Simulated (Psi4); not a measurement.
Cl$_{4}$Sn, singlet, at a GFN2-xTB geometry (such geometries of metal compounds can be far from the true shape) (all electrons, no relativity); B3LYP5/STO-3G run with Psi4.

Here is a job for Psi4.
```
memory 2 GB

molecule {
0 1
  Cl   -1.80032643   -0.84416493   -1.18851803
  Sn    0.00000000    0.00000000   -0.00000000
  Cl   -0.31676548    2.26357933    0.37713794
  Cl    1.94528107   -0.31513236   -1.21775939
  Cl    0.17181084   -1.10428204    2.02913947
}

set basis sto-3g
set scf_type pk
set puream true
set d_convergence 1e-8
set dft_radial_points 99
set dft_spherical_points 590

energy('b3lyp5')
print_variables()
```

It wrote (shortened):

```
   => Loading Basis Set <=

    Name: STO-3G
    Role: ORBITAL
    Keyword: BASIS

         ---------------------------------------------------------
                                   SCF
               by Justin Turney, Rob Parrish, Andy Simmonett
                          and Daniel G. A. Smith
                              RKS Reference
         ---------------------------------------------------------

  ==> Geometry <==

    Molecular point group: c1
    Full point group: Td

    Geometry (in Angstrom), charge = 0, multiplicity = 1:

       Center              X                  Y                   Z               Mass
    ------------   -----------------  -----------------  -----------------  -----------------
         CL          -1.800326430000    -0.844164930000    -1.188518028654    34.968852682000
         SN          -0.000000000000     0.000000000000     0.000000001346   119.902201630000
         CL          -0.316765480000     2.263579330000     0.377137941346    34.968852682000
         CL           1.945281070000    -0.315132360000    -1.217759388654    34.968852682000
         CL           0.171810840000    -1.104282040000     2.029139471346    34.968852682000

  Running in c1 symmetry.

  Rotational constants: A =      0.03369  B =      0.03369  C =      0.03369 [cm^-1]
  Rotational constants: A =   1009.91982  B =   1009.91981  C =   1009.91981 [MHz]
  Nuclear repulsion = 1019.239799062420616

  Charge       = 0
  Multiplicity = 1
  Electrons    = 118
  Nalpha       = 59
  Nbeta        = 59

  ==> Algorithm <==

  SCF Algorithm Type is PK.
  DIIS enabled.
  MOM disabled.
  Fractional occupation disabled.
  Guess Type is SAD.
  Energy threshold   = 1.00e-06
  Density threshold  = 1.00e-08
  Integral threshold = 1.00e-12

  ==> Primary Basis <==

  Basis Set: STO-3G
    Blend: STO-3G
    Number of shells: 31
    Number of basis functions: 63
    Number of Cartesian functions: 65
    Spherical Harmonics?: true
    Max angular momentum: 2

  ==> DFT Potential <==

   => LibXC <=

    Version 7.1.2
    S. Lehtola, C. Steigemann, M. J. T. Oliveira, and M. A. L. Marques,  SoftwareX 7, 1–5 (2018) (10.1016/j.softx.2017.11.002)

   => Composite Functional: B3LYP5 <=

    B3LYP5 Hyb-GGA Exchange-Correlation Functional

    P. J. Stephens, F. J. Devlin, C. F. Chabalowski, and M. J. Frisch,  J. Phys. Chem. 98, 11623 (1994) (10.1021/j100096a001)

    Deriv               =              1
    GGA                 =           TRUE
    Meta                =          FALSE

    Exchange Hybrid     =           TRUE
    MP2 Hybrid          =          FALSE

   => Exchange Functionals <=

    0.0800   Slater exchange
    0.7200         Becke 88

   => Exact (HF) Exchange <=

    0.2000               HF

   => Correlation Functionals <=

    0.1900   Vosko, Wilk & Nusair (VWN5)
    0.8100   Lee, Yang & Parr

   => LibXC Density Thresholds  <==

    XC_HYB_GGA_XC_B3LYP5:  1.00E-15

   => Molecular Quadrature <=

    Radial Scheme          =       TREUTLER
    Pruning Scheme         =           NONE
    Nuclear Scheme         =       TREUTLER

    Blocking Scheme        =         OCTREE
    BS radius alpha        =              1
    Pruning alpha          =              1
    Radial Points          =             99
    Spherical Points       =            590
    Total Points           =         256911
    Total Blocks           =           1989
    Max Points             =            256
    Max Functions          =             47
    Weights Tolerance      =       1.00E-15

  ==> Integral Setup <==

  Using in-core PK algorithm.
   Calculation information:
      Number of atoms:                   5
      Number of AO shells:              31
      Number of primitives:             93
      Number of atomic orbitals:        65
      Number of basis functions:        63

      Integral cutoff                 1.00e-12
      Number of threads:                 1

  Performing in-core PK
  Using 4066272 doubles for integral storage.
  We computed 66286 shell quartets total.
  Whereas there are 123256 unique shell quartets.

  ==> DiskJK: Disk-Based J/K Matrices <==

    J tasked:                  Yes
    K tasked:                  Yes
    wK tasked:                  No
    Schwarz Cutoff:          1E-12

  Minimum eigenvalue in the overlap matrix is 3.2038572781E-01.
  Reciprocal condition number of the overlap matrix is 1.7905471812E-01.
    Using symmetric orthogonalization.

  ==> Pre-Iterations <==

  SCF Guess: Superposition of Atomic Densities via on-the-fly atomic UHF (no occupation information).

   -------------------------
    Irrep   Nso     Nmo
   -------------------------
     A         63      63
   -------------------------
    Total      63      63
   -------------------------

  ==> Iterations <==

                        Total Energy        Delta E     RMS |[F,P]|

   @RKS iter SAD: -7783.51294089901785   -7.78351e+03   0.00000e+00
   @RKS iter   1: -7785.79479489816458   -2.28185e+00   5.01416e-03 ADIIS/DIIS
   @RKS iter   2: -7785.83753638431699   -4.27415e-02   1.37568e-03 ADIIS/DIIS
   @RKS iter   3: -7785.84424365177438   -6.70727e-03   6.46362e-04 ADIIS/DIIS
   @RKS iter   4: -7785.84619121488595   -1.94756e-03   2.35268e-06 DIIS
   @RKS iter   5: -7785.84619124849178   -3.36058e-08   1.84788e-07 DIIS
   @RKS iter   6: -7785.84619124869369   -2.01908e-10   4.45460e-09 DIIS
  Energy and wave function converged.

  ==> Post-Iterations <==

   Electrons on quadrature grid:
      Ntotal   =  118.0000028960 ; deviation = 2.896e-06

    Orbital Energies [Eh]
    ---------------------

    Doubly Occupied:

       1A   -1019.536375     2A   -149.316216     3A   -141.997142
       4A   -141.997142     5A   -141.997142     6A   -100.445754
       7A   -100.445744     8A   -100.445744     9A   -100.445744
      10A    -27.741257    11A    -25.064794    12A    -25.064794
      13A    -25.064794    14A    -17.157474    15A    -17.157474
      16A    -17.157473    17A    -17.157396    18A    -17.157396
      19A     -9.251789    20A     -9.251258    21A     -9.251258
      22A     -9.251258    23A     -7.029245    24A     -7.028746
      25A     -7.028746    26A     -7.028745    27A     -7.016358
      28A     -7.016357    29A     -7.016354    30A     -7.016233
      31A     -7.016231    32A     -7.016229    33A     -7.016142
      34A     -7.016140    35A     -4.231178    36A     -3.120234
      37A     -3.120234    38A     -3.120234    39A     -0.796872
      40A     -0.795362    41A     -0.795362    42A     -0.795362
      43A     -0.711140    44A     -0.711139    45A     -0.693114
      46A     -0.693113    47A     -0.693113    48A     -0.441624
      49A     -0.363717    50A     -0.363716    51A     -0.363716
      52A     -0.284072    53A     -0.284072    54A     -0.282807
      55A     -0.282807    56A     -0.282807    57A     -0.277131
      58A     -0.277131    59A     -0.277131

    Virtual:

      60A     -0.008880    61A      0.094833    62A      0.094834
      63A      0.094834

    Final Occupation by Irrep:
              A
    DOCC [    59 ]
    NA   [    59 ]
    NB   [    59 ]

  @RKS Final Energy: -7785.84619124869369

   => Energetics <=

    Nuclear Repulsion Energy =           1019.2397990624206159
    One-Electron Energy =              -12794.4430253864320548
    Two-Electron Energy =                4209.3310662409312499
    DFT Exchange-Correlation Energy =    -219.9740311656141500
    Empirical Dispersion Energy =           0.0000000000000000
    VV10 Nonlocal Energy =                  0.0000000000000000
    Total Energy =                      -7785.8461912486936853

Computation Completed

Properties will be evaluated at   0.000000,   0.000000,   0.000000 [a0]

Properties computed using the SCF density matrix

 Multipole Moments:

 ------------------------------------------------------------------------------------
     Multipole            Electronic (a.u.)      Nuclear  (a.u.)        Total (a.u.)
 ------------------------------------------------------------------------------------

 L = 1.  Multiply by 2.5417464519 to convert [e a0] to [Debye]
 Dipole X            :         -0.0000000            0.0000000           -0.0000000
 Dipole Y            :          0.0000002           -0.0000000            0.0000002
 Dipole Z            :          0.0000013           -0.0000000            0.0000013
 Magnitude           :                                                    0.0000013

 ------------------------------------------------------------------------------------

  Variable Map:
  ----------------------------------------------------------------------------
  "CURRENT ENERGY"              =>   -7785.846191248694
  "CURRENT REFERENCE ENERGY"    =>   -7785.846191248694
  "DD SOLVATION ENERGY"         =>       0.000000000000
  "DFT FUNCTIONAL TOTAL ENERGY" =>   -7785.846191248694
  "DFT TOTAL ENERGY"            =>   -7785.846191248694
  "DFT VV10 ENERGY"             =>       0.000000000000
  "DFT XC ENERGY"               =>    -219.974031165614
  "GRID ELECTRONS ALPHA"        =>      59.000001447989
  "GRID ELECTRONS BETA"         =>      59.000001447989
  "GRID ELECTRONS TOTAL"        =>     118.000002895977
  "NUCLEAR REPULSION ENERGY"    =>    1019.239799062421
  "ONE-ELECTRON ENERGY"         =>  -12794.443025386432
  "PCM POLARIZATION ENERGY"     =>       0.000000000000
  "PE ENERGY"                   =>       0.000000000000
  "SCF ITERATION ENERGY"        =>   -7785.846191248694
  "SCF ITERATIONS"              =>       6.000000000000
  "SCF TOTAL ENERGY"            =>   -7785.846191248694
  "TWO-ELECTRON ENERGY"         =>    4209.331066240931
  "XC GRID RADIAL POINTS"       =>      99.000000000000
  "XC GRID SPHERICAL POINTS"    =>     590.000000000000
  "XC GRID TOTAL POINTS"        =>  256911.000000000000

  Array Variable Map:
  ----------------------------------------------------------------------------
  "CURRENT DIPOLE"              =>      -0.000000022799 ... 0.000001264165 1 by 3
  "SCF DIPOLE"                  =>      -0.000000022799 ... 0.000001264165 1 by 3
  "SCF TOTAL ENERGIES"          =>   -7783.512940899018 ... -7785.846191248694 1 by 7
```
